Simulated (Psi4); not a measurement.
H$_{6}$ClNSi$_{2}$ (SMILES N[SiH2][SiH2]Cl), singlet, geometry from GFN2-xTB.

Input for Psi4:
```
memory 2 GB

molecule {
0 1
  Si    0.79388797    0.35786447   -0.75697685
  Cl    1.73683234    0.19744236    1.04440163
  Si   -1.33612925   -0.55959264   -0.64537585
  N    -2.33019624   -0.05776733    0.67351902
  H     0.85450507    1.79219770   -1.06462196
  H     1.69178604   -0.29449976   -1.71358235
  H    -2.10558469   -0.17249243   -1.83135875
  H    -1.30312366   -2.01992135   -0.51354302
  H    -2.70621473    0.87684881    0.67689742
  H    -2.05476619   -0.31008747    1.60968539
}

set basis cc-pvdz
set freeze_core true

energy('fno-ccsd(t)')
print_variables()
```

Question: What coupled-cluster correlation energy (without the perturbative part) does FNO-CCSD(T)/cc-pVDZ (Psi4) give?

Answer: -0.5636 Eh

Question: Give the total energy at the level FNO-CCSD(T)/cc-pVDZ.

Answer: -29822.3190 eV

Question: Estimate the nuclear repulsion energy that FNO-CCSD(T)/cc-pVDZ returns for this input.

Answer: 270.8488 Eh

Question: Estimate the number of basis functions that FNO-CCSD(T)/cc-pVDZ returns for this input.

Answer: 98

Question: Give the MP2 correlation energy at the level FNO-CCSD(T)/cc-pVDZ.

Answer: -0.5043 Eh
